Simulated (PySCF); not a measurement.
NbO₂Cl: breathing scan

Method: PySCF, B3LYP, basis Nb def2-SVP with ECP28, O def2-SVP, Cl def2-SVP (scalar-relativistic core potentials, no spin–orbit coupling, density fitting).

Rigid scan from the singlet minimum (Nb–Cl 2.350 Å, Nb–O 1.712 Å (×2); Cl–Nb–O 115.2° (×2), O–Nb–O 107.0°). Coordinate: all bonds to the central atom scaled together. Energies in kJ/mol from the minimum.

```csv
scale of all bonds to the centre,E (kJ/mol),dipole size (D)
0.88,419.8,3.74
0.92,165.3,4.00
0.96,36.7,4.22
1.00,0.0,4.40
1.04,29.1,4.54
1.08,104.1,4.66
1.14,270.9,4.79
1.22,543.3,4.92
1.35,1000.7,5.07
```

At long bonds a restricted determinant can lie too high, and another spin state can fall below this curve.
